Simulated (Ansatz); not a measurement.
Program: Ansatz. Geometries: PBE0-D4/def2-TZVP. ΔE: electronic, gas phase. CCSD(T)/CBS adds triple-zeta CCSD(T) − MP2 to the extrapolated MP2 energy (def2 sets, frozen cores). This one scheme is used for every species. For Ge outer-core shells are correlated without core-valence functions, which leaves a few kJ/mol of doubt a bond. Scalar relativity is left out up to krypton.

Reaction (β-hydride elimination): `C[O][GeH3]` → GeH₄ + `C=O`

```
     species  SCS-MP2/def2-QZVPP energy (Eh)
`C[O][GeH3]`                     -2192.61993
        GeH₄                     -2078.22806
       `C=O`                      -114.34429
```

Work out ΔE.

ΔE = (-2078.22806) + (-114.34429) − (-2192.61993) = 0.04758 Eh = +1.29 eV. CCSD(T)/CBS gives +1.31 eV.

Largest T1 diagnostic among the species: 0.015.

The D4 term adds +0.11 eV with B3LYP and +0.06 eV with PBE0; it sums over pairs of atoms, weighted by their polarisabilities, and B3LYP, whose exchange is more repulsive, gets the larger term. In def2-TZVPP, CCSD(T) changes the Hartree–Fock value by +0.15 eV (the triples alone add −0.00 eV) and MP2 by +0.26 eV.

B3LYP here is the variant with VWN-RPA as its local correlation; programs differ in this.
